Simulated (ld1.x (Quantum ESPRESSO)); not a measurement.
# Ne TM: all-electron and pseudo phase curves

- Element: Ne (Z = 10)
- Generator: ld1.x (Quantum ESPRESSO) 7.5
- Type: norm-conserving Troullier–Martins (Kleinman–Bylander form)
- Functional: LDA (PZ)
- Relativity: scalar-relativistic
- Frozen core: [He]
- Valence charge: 8
- Reference configuration: 2s2 2p4 (charge +2)
- Partial waves: 2s (bound): rc 0.70 bohr; 2p (bound): rc 1.55 bohr
- Local potential: all-electron potential smoothed inside 0.70 bohr (lloc = -1)
- Core correction: Bessel-smoothed model core, default radius (core density twice the valence density)

The phase is arctan(r·u′/u) with u = r·R(r), unwrapped; energies in Ry, scanned from -8 to 5 Ry. A pole is an energy at which the radial function vanishes at the test radius. The pseudo phase is shifted by a multiple of π to meet the all-electron one at the reference energy, and phase errors are pseudo minus all-electron; the curves can meet again beyond the range given. Levels narrower than the energy grid can be missing from the lists of poles.

```
channel  radius (bohr)  reference energy (Ry)  poles, all-electron  poles, pseudo  unbroken range about the reference energy with phases within 0.05 rad  phase error 1 Ry above the reference energy (rad)
      s           1.70                  -5.71                -5.32          -5.32                                                        the whole range                                             -0.000
      p           1.70                  -4.04                -3.63          -3.63                                                             below -0.3                                             +0.004
```

Phases in the p channel:

```
E (Ry)  all-electron  pseudo
 -8.00         1.314   1.315
 -7.52         1.300   1.300
 -7.04         1.282   1.283
 -6.56         1.259   1.260
 -6.08         1.226   1.228
 -5.60         1.176   1.178
 -5.12         1.078   1.081
 -4.64         0.778   0.783
 -4.16        -0.860  -0.859
 -3.68        -1.548  -1.546
 -3.20        -1.704  -1.701
 -2.72        -1.783  -1.778
 -2.24        -1.843  -1.835
 -1.76        -1.899  -1.887
 -1.28        -1.961  -1.943
 -0.80        -2.037  -2.008
 -0.32        -2.139  -2.092
  0.16        -2.289  -2.208
  0.64        -2.526  -2.379
  1.12        -2.902  -2.642
  1.60        -3.394  -3.029
  2.08        -3.826  -3.479
  2.56        -4.108  -3.851
  3.04        -4.283  -4.099
  3.52        -4.396  -4.259
  4.00        -4.475  -4.367
  4.48        -4.533  -4.443
  4.96        -4.578  -4.500
```
